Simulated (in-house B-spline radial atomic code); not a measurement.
Radial electron density of Mg⁸⁺, [He] 2s2. Level of theory: non-relativistic M06-2X, spin-polarised, spherical fractional occupations, exact exchange averaged over the configuration, point nucleus; calculated with a radial B-spline atomic code at the basis-set limit.

Columns: r (bohr), 4πr²n(r) (electrons per bohr), bar.

```
 0.00479   0.2924 #
 0.00557   0.3881 #
 0.00648   0.5139 ##
 0.00754   0.6784 ##
 0.00876   0.8893 ###
  0.0102    1.165 ####
  0.0119    1.522 #####
  0.0138    1.956 ######
   0.016    2.493 ########
  0.0186    3.165 ##########
  0.0217    3.998 #############
  0.0252    4.955 ################
  0.0293    6.067 ####################
  0.0341    7.317 ########################
  0.0396    8.638 #############################
  0.0461    10.01 #################################
  0.0536    11.29 #####################################
  0.0623    12.37 #########################################
  0.0725     13.1 ###########################################
  0.0843    13.32 ############################################
   0.098    12.92 ###########################################
   0.114    11.89 #######################################
   0.133    10.25 ##################################
   0.154    8.306 ###########################
   0.179    6.239 #####################
   0.208     4.48 ###############
   0.242    3.304 ###########
   0.282    2.843 #########
   0.328    3.019 ##########
   0.381    3.514 ############
   0.443    3.918 #############
   0.515    3.922 #############
   0.599    3.424 ###########
   0.697    2.546 ########
   0.811    1.587 #####
   0.943   0.8174 ###
     1.1   0.3302 #
    1.27   0.1118 
    1.48  0.02663 
    1.72 0.004682 
       2 0.0005464
```

On this grid the curve has 2 maxima, near 0.0843, 0.515 bohr.

The 1s up radial function P(r) = rR(r), positive near the nucleus:

```json
{"r (bohr)": "0.00167", "P": "0.1322"}
{"r (bohr)": "0.00225", "P": "0.1769"}
{"r (bohr)": "0.00305", "P": "0.2375"}
{"r (bohr)": "0.00412", "P": "0.3167"}
{"r (bohr)": "0.00557", "P": "0.4208"}
{"r (bohr)": "0.00754", "P": "0.5564"}
{"r (bohr)": "0.0102", "P": "0.7292"}
{"r (bohr)": "0.0138", "P": "0.9449"}
{"r (bohr)": "0.0186", "P": "1.202"}
{"r (bohr)": "0.0252", "P": "1.505"}
{"r (bohr)": "0.0341", "P": "1.831"}
{"r (bohr)": "0.0461", "P": "2.144"}
{"r (bohr)": "0.0623", "P": "2.391"}
{"r (bohr)": "0.0843", "P": "2.497"}
{"r (bohr)": "0.114", "P": "2.386"}
{"r (bohr)": "0.154", "P": "2.029"}
{"r (bohr)": "0.208", "P": "1.471"}
{"r (bohr)": "0.282", "P": "0.8582"}
{"r (bohr)": "0.381", "P": "0.3775"}
{"r (bohr)": "0.515", "P": "0.1109"}
{"r (bohr)": "0.697", "P": "0.01934"}
```
